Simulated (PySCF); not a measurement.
**O²⁺: ionisation energy**

O²⁺ [He] 2s2 2p2 (3P) → O³⁺ [He] 2s2 2p1 (2P), as a difference of total energies. All numbers are calculated (PySCF 2.14, the spin-free X2C one-electron Hamiltonian (Gaussian nucleus), in x2c-TZVPPall (5s3p2d1f, 31 functions)). Correlated levels: valence and next inner shell: nothing frozen. The calculations carry no spin-orbit coupling.

Order these methods by the ionisation energy they give, lowest first.
A. SCS-MP2 (valence and next inner shell)
B. UHF
C. MP2 (valence and next inner shell)
D. CCSDT (valence and next inner shell)

B (54.601 eV), D (54.783 eV), A (54.838 eV), C (54.982 eV).

A first-order spin-orbit estimate (lowest level to lowest level, LS coupling) adds -0.005 eV.

Errors of the correlated levels include the incompleteness of this basis.

For comparison: 54.936 eV (semi-empirical (NIST evaluation); NIST Atomic Spectra Database, ionization energies).
